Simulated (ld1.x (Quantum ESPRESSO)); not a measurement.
What the settings do to the TM potential of calcium

Base potential:

```
Element                 : Ca
Generator               : ld1.x (Quantum ESPRESSO) 7.5
Type                    : norm-conserving Troullier–Martins (Kleinman–Bylander form)
Functional              : BLYP
Relativity              : fully relativistic
Frozen core             : [Ne]
Valence charge          : 10
Reference configuration : 3s2 3p6 3d0 4s2 4p0
Partial waves           : 3s (bound): rc 1.70 bohr; 3p (bound): rc 1.45 bohr; 3d (bound, empty): rc 2.70 bohr
Local potential         : all-electron potential smoothed inside 1.75 bohr (lloc = -1)
Core correction         : a·sin(br)/r model core, default radius (core density twice the valence density)
```

Open shells are filled in proportion to 2j + 1 (rel_dist='average').

Occupied shells without a wave of their own: 4s. They enter only through the test configuration that unscreens the potential, and ld1.x also counts them in the model core charge.

Cutoffs, loose and tight: the cutoffs (Ry, on a coarse ladder) from which the occupation-weighted sum of valence levels, in a spherical-Bessel basis at the reference potential, stays within 10 and 1 mRy of its value at 400 Ry. They do not see the model core or the augmentation charge, which bear on the density cutoff. Test errors are all-electron minus pseudo excitation energies from the reference, over the configurations 3s2 3p6 3d0 4s1 4p0; 3s2 3p6 3d0 4s0 4p0; 3s2 3p6 3d0 4s1.5 4p0; 3s2 3p5 3d0 4s2 4p0; 3s2 3p6 3d0 4s0 4p1; 3s2 3p6 3d0.5 4s1.5 4p0; 3s2 3p6 3d1 4s0 4p0. A dash means not determined; rows that change the core or the reference have their own tests.

With those shells counted twice in exchange and correlation these files are broken, and their errors move erratically; no question is asked of them.

Cutoffs are not given where the Bessel-basis levels miss the radial ones by over 6 mRy, ghosts where they miss by over 20 mRy; a channel whose overlap is not positive is not tested.

```csv
change,outcome,bound ghosts,largest test error (meV)
base,generated,none,-459
wave 3s (bound): rc 1.70 bohr becomes 3s (bound): rc 1.10 bohr,generated,none,-238
wave 3s (bound): rc 1.70 bohr becomes 3s (bound): rc 1.28 bohr,generated,none,-250
wave 3s (bound): rc 1.70 bohr becomes 3s (bound): rc 1.42 bohr,generated,none,-286
wave 3s (bound): rc 1.70 bohr becomes 3s (bound): rc 1.62 bohr,generated,none,-392
wave 3s (bound): rc 1.70 bohr becomes 3s (bound): rc 1.78 bohr,generated,none,-543
wave 3s (bound): rc 1.70 bohr becomes 3s (bound): rc 1.92 bohr,generated,none,-698
wave 3s (bound): rc 1.70 bohr becomes 3s (bound): rc 2.08 bohr,generated,none,-881
wave 3s (bound): rc 1.70 bohr becomes 3s (bound): rc 2.26 bohr,generated,none,-1072
wave 3s (bound): rc 1.70 bohr becomes 3s (bound): rc 2.40 bohr,"generated, misses its reference levels by 0.18 eV",none,-1244
wave 3s (bound): rc 1.70 bohr becomes 3s (bound): rc 2.56 bohr,"generated, misses its reference levels by 0.20 eV",none,-1326
```

Reading the sweep of the s radius (base included, trends over the rows without a ghost): The median size of the test errors (rows with all tests solved) is not monotonic: lowest 20.2 meV at 1.62 bohr, highest 400.5 meV at 2.56 bohr.
